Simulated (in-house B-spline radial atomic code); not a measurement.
**The rhenium ion Re³⁺: 1s1 2s2 (2p1/2)2 (2p3/2)3 3s2 3p6 3d10 4s2 4p6 4d10 4f14 5s2 5p6 5d5 6s1 (with a hole in an inner shell)**

Level of theory: Dirac-Kohn-Sham B3LYP, spherical fractional occupations, Fermi nucleus of rms radius 5.3698 fm; calculated with a B-spline radial code for spherical atoms.

Screening seen three ways: the hydrogenic charge with the same mean radius, Z_r = [3n² - l(l+1)]/(2<r>), the one with the same energy, Z_e = n√(-2ε), and Slater's rules. Values are occupation-weighted means over j. An effective charge above Z reflects the relativistic contraction of the inner shells.

```tsv
shell	electrons	ε (eV)	<r> (bohr)	Z_r	Z_e	Slater
1s	1	-73016	0.01795	83.55	73.26	75.00
2s	2	-12995	0.0745	80.53	61.81	72.05
2p	5	-11643	0.06602	75.73	58.51	72.05
3s	2	-3092	0.1927	70.05	45.22	65.60
3p	6	-2647.1	0.1917	65.22	41.85	65.60
3d	10	-2092.2	0.1735	60.53	37.20	55.85
4s	2	-692.99	0.4291	55.93	28.55	49.25
4p	6	-541.41	0.452	50.88	25.23	49.25
4d	10	-335.37	0.4786	43.88	19.86	37.85
5s	2	-133.99	0.989	37.92	15.69	19.35
4f	14	-104.3	0.5311	33.89	11.08	26.45
5p	6	-92.486	1.123	32.50	13.04	19.35
5d	5	-40.038	1.516	22.76	8.58	7.60
6s	1	-32.437	2.405	22.45	9.26	5.95
```

The least bound orbital is 6s1/2 at -32.44 eV, and it is also the most diffuse (<r> = 2.405 bohr). The part-filled 1s shell lies below the filled 5p shell in orbital energy.

For the 1s electron the small component carries 8.07 % of the norm, the zero-frequency Breit interaction raises the level by 170.8 eV, self-energy by 161 eV, and vacuum polarisation lowers it by 30.94 eV.

Caution: exact exchange at fractional occupations of open shells leaves self-interaction of up to several eV.
